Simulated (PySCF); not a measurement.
# Correlation energy of C²⁺ (carbon, charge +2)

[He] 2s2, closed-shell 1S. All numbers are calculated (PySCF 2.14, scalar relativity by spin-free X2C-1e, in cc-pVTZ-DK (4s3p2d1f, 30 functions)). Frozen: 1s2; 2 electrons correlated.

Total MP2 correlation energy: -42.99 mhartree.

Same-spin part 0.00 and opposite-spin part -42.99 mhartree; SCS-MP2 scales them by 1/3 and 6/5 to -51.59 mhartree.

With two correlated electrons CCSD is exact within the correlated space (frozen core and kept virtual orbitals).

```json
{"level": "CCSD", "correlation energy (mhartree)": "-72.84"}
```

Diagnostics: T1 = 0.0085, D1 = 0.0120, largest double amplitude 0.155.

A double-excitation amplitude exceeds 0.15, a sign of near-degeneracy.

Cost of the coupled-cluster step: 0.05 s of wall time on 1 thread of Intel(R) Xeon(R) 6975P-C (shared host), for 2 correlated electrons.
